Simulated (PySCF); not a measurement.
SMILES C[SiH2]C#C[Si](F)(F)F (C3H5F3Si2) (CAM-B3LYP/def2-SVP optimised geometry):

```
13

Si    -0.557    -0.760     0.000
F     -1.039    -1.420    -1.369
F      1.038    -0.760     0.000
F     -1.038     0.760     0.000
C     -1.208    -1.644     1.420
C     -1.655    -2.238     2.385
Si    -2.332    -3.121     3.869
C     -1.726    -2.290     5.430
H     -3.814    -3.079     3.766
H     -1.875    -4.533     3.787
H     -2.126    -2.809     6.314
H     -2.053    -1.241     5.471
H     -0.628    -2.312     5.488
```

Method: CAM-B3LYP/def2-TZVP (PySCF 2.14.0).

**Question.** What are the frontier orbital energies and the dipole moment?

**Answer.** HOMO-2 -11.53 eV, HOMO-1 -10.21 eV, HOMO -10.20 eV, LUMO -0.17 eV, LUMO+1 -0.08 eV; dipole moment 3.51 D.

On the same geometry PBE/def2-TZVP (PySCF) gives HOMO-2 -8.74 eV, HOMO-1 -7.62 eV, HOMO -7.62 eV, LUMO -2.17 eV, LUMO+1 -2.12 eV; dipole moment 3.43 D.

Meta-Löwdin charges at CAM-B3LYP/def2-TZVP: Si1 1.69, F2 -0.48, F3 -0.48, F4 -0.48, C5 -0.35, C6 -0.20, Si7 0.69, C8 -0.59, H9 -0.10, H10 -0.10, H11 0.13, H12 0.13, H13 0.13.
